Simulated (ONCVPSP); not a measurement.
As: excitation energies, all-electron against ONCV

arsenic, optimised norm-conserving Vanderbilt (ONCV), made with ONCVPSP 4.0.1 (PBE, scalar-relativistic). Core [Ar] 3d10, reference 4s2 4p3. Waves: 4s: rc 1.45 bohr, ncon 4, nbas 8, qcut 5 1/bohr, 1 projector; 4p: rc 2.05 bohr, ncon 4, nbas 8, qcut 3.8 1/bohr, 2 projectors, debl 2.9 Ha. Local part: polynomial inside 1.20 bohr (lpopt 4, dvloc0 0 Ha). Core correction: Teter function, fcfact 3.75, rcfact 1.4.

Energies are relative to the spin-unpolarised reference configuration 4s2 4p3; without spin polarisation the order of configurations can differ from experiment.

| valence configuration | charge | ΔE all-electron (eV) | error AE − PS (meV) |
| --- | --- | --- | --- |
| 4s2 4p1 | +2 | 27.068 | -37 |
| 4s2 4p0 | +3 | 54.771 | -151 |
| 4s1 4p4 | 0 | 9.417 | -0.8 |

(1) What are ΔE and the potential's error for 4s2 4p2?

Note: no bound ghost flagged; GHOST(+) flagged for s at 35.6 eV.

## Answers

(1) ΔE = 9.149 eV all-electron; the error (AE − PS) is -4.5 meV.
